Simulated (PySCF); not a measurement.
tetrasilane (H10Si4), SMILES [SiH3][SiH2][SiH2][SiH3]. Heavy atoms are numbered as in [SiH3:1][SiH2:2][SiH2:3][SiH3:4]. Hydrogens are named by the atom that carries them.

Coordinates come from a ωB97X-D3(BJ)/def2-SVP optimisation. Other conformers were not sampled.

Level of theory: ωB97X/def2-TZVP (PySCF).

ESP charges are fitted to the potential on shells at 1.4 to 2.0 van der Waals radii. Atomic charges (e), one atom of each kind:

| atom | ESP fit | Löwdin | IAO | Mulliken |
|---|---|---|---|---|
| Si1 (SiH3) | 0.10 | 0.11 | 0.34 | 0.07 |
| Si2 (SiH2) | 0.08 | 0.03 | 0.19 | 0.02 |
| H on Si1 | -0.03 | -0.04 | -0.11 | -0.02 |
| H on Si2 | -0.04 | -0.02 | -0.10 | -0.01 |

Computed Mayer and Wiberg (Löwdin basis) orders of the bonds:
```csv
bond,Mayer,Wiberg
Si1–Si2,0.95,1.16
Si2–Si3,0.95,1.13
Si3–Si4,0.95,1.16
```
